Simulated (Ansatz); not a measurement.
Energy profile

The step: AlSiH₇O₄ ([OH][Al]1([OH])[OH][SiH3][OH]1) → AlSiH₇O₄ ([OH][Al]([OH])([OH2])[O][SiH3]); bonds formed: O2–H5; bonds broken: O4–Si7, H5–O6; bonds weakened to dative contacts: Al1–O2 (atoms numbered as in the saddle structure below).

```
13
angstrom
Al -0.8502 -0.5895 0.5439
O 0.2070 -0.1990 1.9879
O -1.2464 -2.2146 0.2638
O -2.0519 0.5894 0.2968
H 0.8826 0.1291 0.9433
O 0.7642 -0.0099 -0.2046
Si 1.3550 0.9022 -1.4526
H -0.0522 0.4952 2.5953
H -0.6627 -2.9449 0.4530
H -2.9366 0.3530 0.0264
H 2.7704 0.5269 -1.6923
H 1.2820 2.3436 -1.1053
H 0.5386 0.6187 -2.6555
```

Electronic energies by CCSD(T) at an estimated basis limit (MP2 extrapolated from triple and quadruple zeta, plus CCSD(T) − MP2 in triple zeta), on PBE0-D4/def2-TZVP structures; AlSiH7O4, closed shell; no counterpoise correction. Computed with Ansatz 0.2.0 (basis: def2-TZVPP and def2-QZVPP); correlated methods freeze the cores. Extrapolation: Hartree–Fock as exp(−7.88 √X), correlation as X^−2.97.

(1) Give the profile in eV, counted from the separated reactants. (An estimate is asked for; the value comes from the calculation.)

No T1 diagnostic of these runs exceeds 0.013.

Answers

(1) By the calculation:
| point | eV |
| --- | --- |
| separated: AlH3O3 (linked as [OH][Al]([OH])[OH]; Al1, O2, O3, O4, H8, H9, H10; singlet) + SiH4O (linked as [OH][SiH3]; H5, O6, Si7, H11, H12, H13; singlet) | 0.000 |
| start structure | -1.061 |
| saddle | -0.676 |
| end structure | -1.349 |
| separated: AlSiH5O3 (linked as [OH][Al]([OH])[O][SiH3]; Al1, O3, O4, O6, Si7, H9, H10, H11, H12, H13; singlet) + H2O (O2, H5, H8; singlet) | -0.328 |
The saddle lies below the separated reactants: the barrier is submerged.

For scale, one of the runs: CCSD(T)/def2-TZVPP, 306 basis functions, launched by `ansatz run in.yaml --threads 8 --pin off --events-out ev --progress --plain --max-ram 19148MiB`. Time: 6.6 min of wall clock on 8 CPU threads of an Intel Xeon; the host was shared. Peak host memory: 11 GiB.
